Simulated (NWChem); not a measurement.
System meant: C2H5O, doublet; SMILES C[CH]O

NWChem input:

```
start job
memory heap 200 mb stack 900 mb global 1100 mb
geometry units angstroms noautoz
  C     -0.216893    -1.220610    -0.007401
  C      0.492894     0.079832    -0.142557
  O     -0.280168     1.177710     0.165072
  H      0.405005    -2.034717    -0.394734
  H     -0.470962    -1.462183     1.040135
  H     -1.159293    -1.209231    -0.569718
  H      1.556617     0.153548     0.090802
  H      0.265234     1.974870     0.089954
end
basis spherical
  * library def2-svp
end
dft
  odft
  mult 3
  xc xpbe96 cpbe96
  iterations 150
  mulliken
end
task dft energy
```

End of the output:

```
 Summary of "ao basis" -> "" (spherical)
 ------------------------------------------------------------------------------
       Tag                 Description            Shells   Functions and Types
 ---------------- ------------------------------  ------  ---------------------
 *                          def2-svp                  on all atoms

  pbe96 is a nonlocal functional; adding pw91lda local functional.

                                 NWChem DFT Module
                                 -----------------

 Summary of "ao basis" -> "ao basis" (spherical)
 ------------------------------------------------------------------------------
       Tag                 Description            Shells   Functions and Types
 ---------------- ------------------------------  ------  ---------------------
 C                          def2-svp                 6       14   3s2p1d
 O                          def2-svp                 6       14   3s2p1d
 H                          def2-svp                 3        5   2s1p

 Summary of "ao basis" -> "ao basis" (spherical)
 ------------------------------------------------------------------------------
       Tag                 Description            Shells   Functions and Types
 ---------------- ------------------------------  ------  ---------------------
 C                          def2-svp                 6       14   3s2p1d
 O                          def2-svp                 6       14   3s2p1d
 H                          def2-svp                 3        5   2s1p

  number of electrons :                   25
  multiplicity        :                    3
 ------------------------------------------------------------------------
  no. of electrons and multiplicity not compatible                  25
 ------------------------------------------------------------------------
 ------------------------------------------------------------------------
  current input line :
    23: task dft energy
 ------------------------------------------------------------------------
 ------------------------------------------------------------------------
 There is an error in the input file
 ------------------------------------------------------------------------
 For more information see the NWChem manual at https://nwchemgit.github.io

0: no. of electrons and multiplicity not compatible:Received an Error in Communication
```

**Question.** What is wrong, and how is it mended?

**Answer.** The input was rejected before any calculation. Cause: the multiplicity doesn't fit the number of electrons (an even count wants an odd multiplicity, and the reverse). This input runs:
```
start job
memory heap 200 mb stack 900 mb global 1100 mb
geometry units angstroms noautoz
  C     -0.216893    -1.220610    -0.007401
  C      0.492894     0.079832    -0.142557
  O     -0.280168     1.177710     0.165072
  H      0.405005    -2.034717    -0.394734
  H     -0.470962    -1.462183     1.040135
  H     -1.159293    -1.209231    -0.569718
  H      1.556617     0.153548     0.090802
  H      0.265234     1.974870     0.089954
end
basis spherical
  C library def2-svp
  O library def2-svp
  H library def2-svp
end
dft
  odft
  mult 2
  xc xpbe96 cpbe96
  iterations 150
  mulliken
end
task dft energy
```
It converges to -154.07231 Ha (PBE/def2-SVP, spin-unrestricted).
